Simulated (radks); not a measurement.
Results of a calculation; reference values are marked as such.
Species: Lu3.75+. Configuration: [Kr] 4d10 4f14 5s2 5p(up 3, down 2.25) (fractional occupations, a model configuration). Level of theory: scalar-relativistic Kohn-Sham, r2SCAN, spin-polarised, spherical densities, finite nucleus; meta-GGA in the generalised Kohn-Sham scheme; Fermi nuclear charge, rms radius 5.37 fm (a radial shooting solver on a logarithmic mesh with Libxc functionals).

Normalised radial functions P(r) = r R(r), r in bohr:

r	4d down	4f down
0.00162	0.0001	0.0000
0.002456	0.0002	0.0000
0.003722	0.0005	0.0000
0.005643	0.0016	0.0000
0.008486	0.0048	0.0000
0.01286	0.0144	0.0002
0.0195	0.0413	0.0007
0.02956	0.1103	0.0030
0.04481	0.2642	0.0123
0.06792	0.5336	0.0451
0.103	0.8205	0.1425
0.1561	0.7551	0.3708
0.2366	-0.0584	0.7492
0.3587	-1.1880	1.1171
0.5393	-1.4617	1.1824
0.8176	-0.8047	0.8969
1.239	-0.2059	0.5048
1.879	-0.0207	0.2033
2.848	-0.0005	0.0492
4.317	0.0000	0.0051

4d down: eigenvalue -234.23 eV, 1 radial node at r = 0.232 bohr, <r> = 0.548 bohr, 90 % of the charge inside 0.823 bohr. 4f down: eigenvalue -48.324 eV, 0 radial nodes, <r> = 0.704 bohr, 90 % of the charge inside 1.20 bohr.
